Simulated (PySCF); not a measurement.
**Working out the ionisation energy of Kr²⁺**

Kr²⁺ [Ar] 3d10 4s2 4p4 (3P) → Kr³⁺ [Ar] 3d10 4s2 4p3 (4S). All numbers are calculated (PySCF 2.14, the non-relativistic Hamiltonian (point nucleus), in pcseg-2 (6s5p3d1f, 43 functions)). Frozen: [Ar] 3d10. Energies in hartree (1 hartree = 27.21139 eV):

```json
{"part": "UHF", "Kr²⁺ (lower)": "-2750.688438", "Kr³⁺ (upper)": "-2749.427223"}
{"part": "CCSD correlation", "Kr²⁺ (lower)": "-0.126854", "Kr³⁺ (upper)": "-0.097307"}
{"part": "(T)", "Kr²⁺ (lower)": "-0.003001", "Kr³⁺ (upper)": "-0.002201"}
```

**Question.** What does Hartree-Fock give?

**Answer.** (-2749.427223) − (-2750.688438) = 1.261215 hartree = 34.319 eV.

**Question.** What do CCSD and CCSD(T) give?

**Answer.** The CCSD correlation energies differ by 0.029547 hartree = 0.804 eV and the triples by 0.000800 hartree = 0.022 eV, so CCSD gives 35.123 eV and CCSD(T) 35.145 eV.

Reference: 35.838 ± 0.02 eV (measured; NIST Atomic Spectra Database, ionization energies), between the lowest levels; spin-orbit coupling is absent from the calculation.

The calculation is non-relativistic.

What remains against the reference includes basis incompleteness, the frozen core and higher excitations.
